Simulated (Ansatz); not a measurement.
Consider the cleavage of the Si–Si bond: `C[SiH2][SiH](O)O` + `O[SiH](F)S` → `O[SiH](O)S[SiH](O)F` + `C[SiH3]`.

Computed with Ansatz on PBE0-D4/def2-TZVP structures; ΔE is electronic, products minus reactants. CBS: MP2 limit from def2 TZ/QZ plus the TZ coupled-cluster correction, frozen cores. This one scheme is used for every species. Functionals use def2-TZVPP. B3LYP here is the variant with VWN-RPA as its local correlation; programs differ in this. One conformer a species, not always the lowest.

`C[SiH2][SiH](O)O`:

Z-matrix (Å, degrees):
```
C
Si 1 1.877
H 1 1.092 2 110.9
H 1 1.092 2 110.2 3 119.6
H 1 1.092 2 111.0 3 -120.3
Si 2 2.337 1 111.1 3 -61.2
H 2 1.490 1 110.4 3 178.0
H 2 1.492 1 110.4 3 59.2
O 6 1.650 2 108.7 1 -170.5
O 6 1.649 2 105.1 1 -49.2
H 6 1.498 2 114.7 1 69.8
H 9 0.958 6 117.8 2 -147.4
H 10 0.958 6 118.6 2 170.9
```

`O[SiH](F)S`:

```xyz
7

O     0.150    0.592    1.548
Si    0.335    0.278   -0.034
F    -0.465    1.307   -0.951
S    -0.432   -1.660   -0.444
H    -0.700    0.413    1.955
H     1.764    0.454   -0.333
H    -0.652   -1.383   -1.741
```

`O[SiH](O)S[SiH](O)F`:

```xyz
12

O    -2.553    0.533   -1.020
Si   -0.986    0.132   -0.814
O    -0.907   -1.468   -0.433
S    -0.207    1.352    0.754
Si    1.720    0.443    0.932
O     1.645   -1.172    0.863
F     2.645    0.995   -0.241
H    -2.836    1.423   -0.806
H    -0.178    0.251   -2.040
H    -1.557   -1.788    0.200
H     2.322    0.869    2.204
H     0.893   -1.570    0.401
```

`C[SiH3]`:

Z-matrix (Å, degrees):
```
C
Si 1 1.871
H 1 1.092 2 110.8
H 1 1.092 2 110.8 3 -120.0
H 1 1.092 2 110.8 3 120.0
H 2 1.488 1 110.7 3 -179.9
H 2 1.488 1 110.7 3 -59.9
H 2 1.488 1 110.7 3 60.1
```

| level | ΔE (kcal/mol) | difference from CCSD(T)/CBS |
| --- | --- | --- |
| PBE-D4 | -21.8 | 2.0 |
| r2SCAN-D4 | -24.4 | -0.6 |
| PBE0-D4 | -22.8 | 1.0 |
| ωB97X-V | -23.1 | 0.7 |
| B2PLYP | -23.3 | 0.5 |
| PBE | -20.6 | 3.2 |
| r2SCAN | -24.2 | -0.4 |
| B3LYP | -21.5 | 2.3 |
| HF/def2-TZVPP | -23.0 | 0.8 |
| MP2/def2-TZVPP | -25.9 | -2.1 |
| CCSD(T)/def2-TZVPP | -23.5 | 0.3 |
| HF/def2-QZVPP | -23.0 | 0.8 |
| MP2/def2-QZVPP | -26.1 | -2.3 |
| HF/CBS(def2) | -23.0 | 0.8 |
| MP2/CBS(def2) | -26.2 | -2.4 |
| CCSD/CBS(def2) | -23.2 | 0.6 |
| CCSD(T)/CBS | -23.8 | 0 |

Largest T1 diagnostic among the species: 0.012.

The D4 term adds −2.0 kcal/mol with B3LYP and −1.0 kcal/mol with PBE0; it sums over pairs of atoms, weighted by their polarisabilities, and B3LYP, whose exchange is more repulsive, gets the larger term. From PBE to PBE0 (25 % exact exchange), in def2-TZVPP and without D4, ΔE moves by −1.1 kcal/mol.
